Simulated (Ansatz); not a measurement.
Reaction (redistribution): `ClB(Cl)B(Cl)Cl` + `O[SiH2][GeH3]` → `OB(Cl)Cl` + `ClB(Cl)[SiH2][GeH3]`

Program: Ansatz. Geometries: PBE0-D4/def2-TZVP. ΔE: electronic, gas phase. CCSD(T)/CBS adds triple-zeta CCSD(T) − MP2 to the extrapolated MP2 energy (def2 sets, frozen cores). This one scheme is used for every species. DFT in def2-TZVPP. For Ge outer-core shells are correlated without core-valence functions, which leaves a few kJ/mol of doubt a bond. Scalar relativity is left out up to krypton. Each species was taken in one conformer, which may not be the lowest.

CCSD(T)/CBS gives -55.0 kJ/mol.

Another level gave -64.4 kJ/mol. Which?
A. PBE0-D4/def2-TZVPP
B. HF/def2-TZVPP
C. ωB97M-V/def2-TZVPP
D. B2PLYP/def2-TZVPP

A. PBE0-D4 -64.4, B2PLYP -54.1, HF/def2-TZVPP -47.6, ωB97M-V -58.8 kJ/mol.

Largest T1 diagnostic among the species: 0.013.

In def2-TZVPP, CCSD(T) changes the Hartree–Fock value by −9.3 kJ/mol (the triples alone add −1.8 kJ/mol) and MP2 by −7.7 kJ/mol.
